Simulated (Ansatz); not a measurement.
`OC[SiH](F)CF`, relaxed with RKS PBE-D4/def2-SVP in Ansatz from a rough embedded geometry. The force threshold is 0.03 eV/Å; the program also tests the step.

Total charge 0; spin multiplicity 1.

Start:

```xyz
12

O     2.012    0.042   -1.031
C     0.921   -0.825   -0.636
Si   -0.275   -0.238    0.714
F     0.651    0.253    1.944
C    -1.394    1.057    0.135
F    -2.253    0.537   -0.826
H     2.530    0.206   -0.243
H     0.340   -1.100   -1.510
H     1.391   -1.780   -0.349
H    -1.021   -1.454    1.232
H    -0.868    1.886   -0.352
H    -2.033    1.415    0.922
```

Task: How much energy does the relaxation release, and in how many steps? (An estimate is asked.)

Result: Computed: 34.45 kJ/mol, in 5 steps.

Task: Which bonds change most? (Best estimate.)

Result: Computed: Si3–C5 from 1.807 to 1.899 Å; Si3–F4 from 1.616 to 1.655 Å; C5–H12 from 1.076 to 1.113 Å; C2–H8 from 1.085 to 1.112 Å.

Task: Give the relaxed structure. (Best estimate.)

Result: The calculation gave: 
```xyz
12

O     1.773    0.196   -0.949
C     0.909   -0.904   -0.654
Si   -0.252   -0.375    0.745
F     0.744    0.229    1.922
C    -1.329    1.049    0.099
F    -2.164    0.477   -0.874
H     2.281    0.381   -0.135
H     0.304   -1.103   -1.565
H     1.463   -1.850   -0.434
H    -1.091   -1.466    1.345
H    -0.688    1.824   -0.378
H    -1.950    1.542    0.879
```
